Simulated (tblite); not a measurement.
Species: C₄H₉BF₃PSi.
Numbering: `[CH2:1]=[CH:2][C@@H:3]1[C@H:4]([SiH3:5])[P@H+:6]1[B-:7]([F:8])([F:9])[F:10]` (hydrogens: H11, H12 on C1; H13 on C2; H14 on C3; H15 on C4; H16, H17, H18 on Si5; H19 on P6)
Bond orders are those of one Lewis drawing.

Computed with GFN2-xTB (tblite), gas phase: L-BFGS steps from a force-field or distance-geometry start until the largest atomic force falls under 0.01 eV/Å.

Geometry at step 65:
```
atom  x, y, z in Å
C1      2.9327   -0.1450    0.4316
C2      1.6428   -0.0301    0.6967
C3      0.5409   -0.3427   -0.2210
C4     -0.5868    0.6687   -0.3491
Si5    -0.4694    2.3424    0.5317
P6     -1.0886   -0.8940    0.4498
B7     -2.1584   -2.2021   -1.1697
F8     -3.4075   -2.2761   -0.7370
F9     -1.4213   -3.3030   -1.1281
F10    -1.9039   -1.3720   -2.1809
H11     3.3072   -0.5016   -0.5137
H12     3.6617    0.1415    1.1690
H13     1.3290    0.3404    1.6675
H14     0.8210   -0.8477   -1.1429
H15    -0.9922    0.7393   -1.3561
H16    -1.6667    3.1155    0.2100
H17    -0.3594    2.1540    1.9835
H18     0.7391    2.9852    0.0053
H19    -0.9298   -0.5635    1.8108
```

Problem. Give the atomic forces at this geometry.

Solution. 
| atom | Fx (eV/Å) | Fy (eV/Å) | Fz (eV/Å) |
| --- | --- | --- | --- |
| C1 | 0.014 | 0.009 | -0.025 |
| C2 | -0.150 | -0.081 | 0.128 |
| C3 | -0.039 | 0.073 | -0.043 |
| C4 | -0.032 | 0.065 | 0.022 |
| Si5 | 0.026 | 0.029 | 0.002 |
| P6 | 0.040 | 0.040 | 0.022 |
| B7 | 0.019 | -0.033 | -0.009 |
| F8 | 0.044 | 0.020 | -0.016 |
| F9 | -0.014 | -0.051 | 0.033 |
| F10 | -0.041 | 0.003 | 0.057 |
| H11 | -0.047 | -0.022 | 0.026 |
| H12 | 0.088 | -0.040 | -0.047 |
| H13 | 0.044 | -0.005 | -0.060 |
| H14 | 0.093 | -0.001 | 0.023 |
| H15 | 0.027 | 0.002 | -0.007 |
| H16 | -0.009 | -0.024 | 0.010 |
| H17 | -0.040 | 0.027 | -0.048 |
| H18 | -0.038 | 0.008 | 0.056 |
| H19 | 0.018 | -0.021 | -0.124 |

The largest, 0.21 eV/Å, acts on C2; the rms over all components is 0.049 eV/Å. The forces sum to zero within rounding, as they must for an isolated molecule in no field.

Problem. Give the force on C2 in Eh/bohr and in nN.

Solution. 0.213 eV/Å ÷ 51.422 = 0.00415 Eh/bohr, and 0.213 eV/Å × 1.602 = 0.34 nN.

Problem. How far is this geometry from the end of the optimisation?

Solution. 0.059 eV above it, and 0.287 Å rms away after alignment. The bonds farthest from their final lengths, with half the difference of the two atoms' forces along the bond (positive lengthens):

| bond | now (Å) | final (Å) | force along bond (eV/Å) |
| --- | --- | --- | --- |
| P6–B7 | 2.341 | 2.303 | +0.04 |
| P6–H19 | 1.410 | 1.402 | -0.08 |
| C3–C4 | 1.520 | 1.514 | -0.01 |
| Si5–H18 | 1.467 | 1.463 | -0.04 |
| B7–F10 | 1.333 | 1.336 | -0.02 |
| C2–C3 | 1.468 | 1.465 | 0.00 |

The angle farthest from its final value is C4–P6–B7, 107.5° against 112.7°.

What follows is the cost of the whole relaxation. The run took 2.5 s wall on Arm Neoverse N1, one thread, shared host.
